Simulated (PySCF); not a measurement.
1,1-dichlorobuta-1,2-diene (C4H4Cl2), SMILES CC=C=C(Cl)Cl. Coordinates come from a PBE-D3(BJ)/def2-SVP optimisation.

Level of theory: PBE-D3(BJ)/def2-SVP (PySCF 2.14.0).

Harmonic wavenumbers (cm⁻¹): 93, 118, 156, 232, 260, 387, 477, 499, 564, 782, 826, 892, 997, 1059, 1165, 1328, 1368, 1400, 1428, 2014, 2966, 3031, 3038, 3092. Rotational constants (GHz): 2.998, 1.322, 0.9655; symmetry number 1.

**Question.** Work out the zero-point energy and the ideal-gas rigid-rotor harmonic-oscillator thermochemistry at 298.15 K and 1 atm.

**Answer.** ZPE = ½ Σ hcν = ½ × 28169 cm⁻¹ = 40.27 kcal/mol. H − E(el) = 45.38 kcal/mol. Entropy in cal/(mol K): translation 40.33, rotation 28.82, vibration 16.62, total 85.78. G − E(el) = 19.81 kcal/mol. Cp = 25.63 cal/(mol K). Modes under 150 cm⁻¹ make the vibrational entropy uncertain.
